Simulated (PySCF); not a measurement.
Input file for PySCF: R-HF/STO-3G on MgCl-, 2S+1 = 1, a spin state set in the input, which need not be the lowest, a point of a bond scan (R = 2.283 Å). Charge -1.

```python
from pyscf import gto, scf, dft, mp
from pyscf.data.elements import chemcore

mol = gto.M(
    atom='''
    Mg    0.00000000    0.00000000    0.00000000
    Cl    0.00000000    0.00000000    2.28311100
    ''',
    basis='sto-3g',
    charge=-1, spin=0, verbose=3, max_memory=1800)
mf = scf.RHF(mol)
mf.conv_tol = 1e-8
mf.max_cycle = 100
mf.kernel()
if not mf.converged:
    mf = mf.newton().run(mf.mo_coeff, mf.mo_occ)
```

Program output:

```
converged SCF energy = -651.479618450954
```

The calculation finished and met its thresholds.

Cost: very roughly 0.04 core-seconds.
